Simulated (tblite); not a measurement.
C₄H₈BFO₂.
SMILES with atom numbers: `[CH3:1][CH2:2][C@@H:3]1[O:4][BH:5][O:6][C@@H:7]1[F:8]` (hydrogens: H9, H10, H11 on C1; H12, H13 on C2; H14 on C3; H15 on B5; H16 on C7)

Computed with GFN2-xTB (tblite), gas phase: nudged elastic band of 9 images (0 to 8), spring 0.2 eV/Å², climbing image at the end, force threshold 0.05 eV/Å. The top image wasn't refined or checked by frequencies; at this threshold it can lie a kcal/mol or more above the true saddle point of the method.

The band describes a rotation about C2–C3 (chain CH2 carbon, sp3 carbon bound to oxygen), followed by the dihedral C1–C2–C3–O4, from the optimised start (-66°) to a second optimised geometry at 47°.

**Question.** Give the energy profile along the converged band.

**Answer.** 
```tsv
image	dihedral (°)	E (kJ/mol)	C2–C3 (Å)	C1···O4 (Å)	largest true force (eV/Å)
0	-66	0.00	1.528	2.99	0.01
1	-53	1.62	1.529	2.87	0.03
2	-39	6.37	1.533	2.76	0.04
3	-25	12.22	1.539	2.69	0.06
4	-10	16.23	1.543	2.65	0.05
5	4	16.53	1.544	2.65	0.05
6	19	12.97	1.541	2.68	0.06
7	33	7.74	1.536	2.74	0.06
8	47	5.35	1.534	2.87	0.01
```

Barriers of this band. The top is image 5 at 4°: 16.53 kJ/mol forward and 11.18 kJ/mol back; the end lies 5.35 kJ/mol above the start. The central bond is 0.016 Å longer at the top than at the start.

**Question.** What rate follows at 250 K for crossing this barrier forward?

**Answer.** Taking the electronic barrier for the free energy of activation (no zero-point or entropy terms, transmission 1), rate = (kT/h)·exp(−ΔE/kT) ≈ 2 × 10^9 s⁻¹, whose inverse is 5 × 10^-10 s. An error of 1 kcal/mol in the barrier changes this by a factor of 7, and the method and the loose band can each miss by that much or more.

**Question.** How would the two end points share their population at 250 K, from these energies alone?

**Answer.** exp(−ΔE/kT) with ΔE = 0.055 eV gives 0.078 for the higher one (end) against 1 for the lower, without vibrational, rotational or degeneracy terms. GFN2-xTB can put conformers this close in the wrong order.

What follows is the cost of the whole band run. Time: 1.5 s of wall time; peak memory 0.18 GiB. Hardware: Arm Neoverse V2, one thread (shared host).
